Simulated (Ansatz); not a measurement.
Stepwise reaction of `F[Si]1(F)[CH2][AlH]1` with hydrogen, as a gas-phase model of exchange steps in deposition or etching. ΔE in kJ/mol; ΔG adds harmonic PBE0-D4 terms to CCSD(T)/CBS, at 1 bar.

Isolated molecules relaxed with PBE0-D4/def2-TZVP in Ansatz; ΔE leaves out vibrations. CBS: MP2 limit from def2 TZ/QZ plus the TZ coupled-cluster correction, frozen cores. This one scheme is used for every species. Functionals use def2-TZVPP. B3LYP here is the variant with VWN-RPA as its local correlation; programs differ in this.

| step | reaction | PBE-D4 | B3LYP-D4 | ωB97M-V | CCSD(T)/CBS | ΔG(600 K) |
| --- | --- | --- | --- | --- | --- | --- |
| 1 | `F[Si]1(F)[CH2][AlH]1` + H₂ → `F[SiH]1[CH2][AlH]1` + H–F | 119.4 | 128.2 | 127.6 | 123.1 | 121.7 |
| 2 | `F[SiH]1[CH2][AlH]1` + H₂ → `[CH2]1[AlH][SiH2]1` + H–F | 103.9 | 110.6 | 110.8 | 106.2 | 98.9 |

(1) By hand: ΔE of the 2 steps together at CCSD(T)/CBS.

Answers

(1) (123.1) + (106.2) = 229.3 kJ/mol, or 114.7 kJ/mol a step.

In ΔE each step is lower than the one before. All are uphill at CCSD(T)/CBS. ΔG lies between 98.9 and 121.7 kJ/mol a step. PBE-D4 differs from CCSD(T)/CBS by -3.7 to -2.3 kJ/mol a step. Isolated molecules leave out the surface, adducts and barriers. Largest T1 diagnostic: 0.013.
